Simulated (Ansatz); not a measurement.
A search over several starts for the lowest SCF solution of the cluster NaPb2 at the given spin, in a small basis.

```yaml
crystal:
  periodic: [false, false, false]
  atoms:
    - {symbol: Na, position_ang: [-0.495083, -1.742036, 0.371040]}
    - {symbol: Pb, position_ang: [-0.650286, 0.894721, -1.271248]}
    - {symbol: Pb, position_ang: [1.145379, 0.847315, 0.900208]}
basis:
  gaussian: {orbitals: def2-SVP}
magnetization: {spin_polarized: true, initial_magnetization: 1}
hamiltonian: {xc: pbe0, dispersion: d4}
output: {orbitals: {seedname: orbitals}}
```

```sh
$ ansatz run in.yaml --threads 4 --pin off --events-out ev --progress --plain --max-ram 3916MiB
```

It prints (some lines left out):

```
Functional definition: PBE0
829 factors; integrals over basis functions are off by at most 2.1e-4 eV
mean field evaluation 1: about -14908.9897 eV, gradient 6.3e0 eV
mean field evaluation 2: about -14909.0543 eV, gradient 7.0e0 eV
mean field evaluation 4: about -14909.4334 eV, gradient 5.4e-1 eV
mean field evaluation 8: about -14909.4544 eV, gradient 3.4e-2 eV
mean field evaluation 16: about -14909.4544 eV, gradient 3.3e-5 eV
mean field evaluation 32: about -14909.2743 eV, gradient 2.6e-1 eV
mean field -14909.45437317 eV, -547.9123422229 hartree, gradient 2.2e-6 eV, S^2 0.752150; 7 other end points of the search recorded, 0 dependent functions left out
reference -14909.45439994 eV, -547.9123432067 hartree; 28, 27 occupied and 39, 40 virtual orbitals, 829 factors
Total energy: -14909.52496957 eV, -547.9149365926 hartree
```

Run time 6.5 s (4 threads of Arm Neoverse V2 on a shared host).

Other converged states that the search met: 0.20 eV higher (⟨S²⟩ = 0.76).

In the def2 sets Pb takes a core potential; there is no spin–orbit coupling. The structure comes from a short search, and lower isomers may exist.
